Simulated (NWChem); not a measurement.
System: MoH2S2O2; SMILES [O]=[Mo]([OH])(=[S])[SH]

Input file for NWChem:

```
start job
memory heap 200 mb stack 900 mb global 1100 mb
geometry units angstroms
  Mo     0.197202     0.164862    -0.227335
  O      0.972274    -0.781333    -1.310673
  S      0.930586    -0.212682     1.757862
  O     -0.083632     1.882561    -0.389153
  H     -0.130727     2.833969    -0.526906
  S     -1.902542    -0.872889    -0.170134
  H     -1.825336    -1.471822    -1.361876
end
basis spherical
  * library def2-svp
end
ecp
  Mo library def2-ecp
end
dft
  xc xpbe96 cpbe96
  disp vdw 4
  iterations 150
end
driver
  maxiter 120
end
task dft optimize
```

Excerpt of the output:

```
             Northwest Computational Chemistry Package (NWChem) 7.3.0
             --------------------------------------------------------

 C1  symmetry detected

                             Geometry "geometry" -> ""
                             -------------------------

 Output coordinates in angstroms (scale by  1.889725989 to convert to a.u.)

  No.       Tag          Charge          X              Y              Z
 ---- ---------------- ---------- -------------- -------------- --------------
    1 Mo                  42.0000     0.33089856    -0.11788793    -0.08233856
    2 O                    8.0000     0.79305560     0.04165802    -1.64137633
    3 S                   16.0000    -1.23788625    -1.57767243     0.08895687
    4 O                    8.0000     1.40264243    -0.30369381     1.28601224
    5 H                    1.0000     2.05978313    -0.47274628     1.96862367
    6 S                   16.0000    -0.84099745     1.88678417     0.22922754
    7 H                    1.0000    -0.26096760     2.57453785    -0.75844181

 Effective nuclear repulsion energy (a.u.)     699.9452014537

                                Z-matrix (autoz)
                                --------

 Units are Angstrom for bonds and degrees for angles

[...]

      ----------------------
      Optimization converged
      ----------------------

  Step       Energy      Delta E   Gmax     Grms     Xrms     Xmax
  ---- ---------------- -------- -------- -------- -------- --------
@   21   -1015.59897008 -1.0D-07  0.00003  0.00001  0.00054  0.00118
                                     ok       ok       ok       ok

                                Z-matrix (autoz)
                                --------

 Units are Angstrom for bonds and degrees for angles

      Type          Name      I     J     K     L     M      Value     Gradient
      ----------- --------  ----- ----- ----- ----- ----- ---------- ----------
    1 Stretch                  1     2                       1.69249   -0.00003
    2 Stretch                  1     3                       2.13558    0.00003
    3 Stretch                  1     4                       1.88334   -0.00002
    4 Stretch                  1     6                       2.33868    0.00003
    5 Stretch                  4     5                       0.97720    0.00000
    6 Stretch                  6     7                       1.36824    0.00000
    7 Bend                     1     4     5               121.40476    0.00000
    8 Bend                     1     6     7                93.28443    0.00000
    9 Bend                     2     1     3               110.95016    0.00000
   10 Bend                     2     1     4               110.77075    0.00000
   11 Bend                     2     1     6               108.41331    0.00001
   12 Bend                     3     1     4               110.11440   -0.00001
   13 Bend                     3     1     6               104.39545    0.00000
   14 Bend                     4     1     6               112.02639   -0.00001
   15 Torsion                  2     1     4     5          14.53931    0.00000
   16 Torsion                  2     1     6     7         -38.65531    0.00000
   17 Torsion                  3     1     4     5         137.64286    0.00000
   18 Torsion                  3     1     6     7        -156.98306   -0.00001
   19 Torsion                  4     1     6     7          83.88403    0.00000
   20 Torsion                  5     4     1     6        -106.64999   -0.00000

                         Geometry "geometry" -> "geometry"
                         ---------------------------------

 Output coordinates in angstroms (scale by  1.889725989 to convert to a.u.)

  No.       Tag          Charge          X              Y              Z
 ---- ---------------- ---------- -------------- -------------- --------------
    1 Mo                  42.0000     0.13951058    -0.12143578     0.00682635
    2 O                    8.0000     1.03325795    -0.18520142    -1.42902981
    3 S                   16.0000    -1.37700751    -1.62487629     0.02970501
    4 O                    8.0000     1.26587592    -0.31482493     1.50378407
    5 H                    1.0000     2.23571496    -0.22347170     1.42647181
    6 S                   16.0000    -1.04161016     1.89655030     0.05277327
    7 H                    1.0000    -0.00921333     2.60423943    -0.49986709

 Effective nuclear repulsion energy (a.u.)     686.9231043571

                Final and change from initial internal coordinates
                --------------------------------------------------

                                Z-matrix (autoz)
                                --------

 Units are Angstrom for bonds and degrees for angles

[...]
```

Level: PBE-D3(BJ)/def2-SVP with def2 effective core potentials on Mo. No frequency run checked for a minimum. def2 effective core potentials on Mo; no spin-orbit coupling.
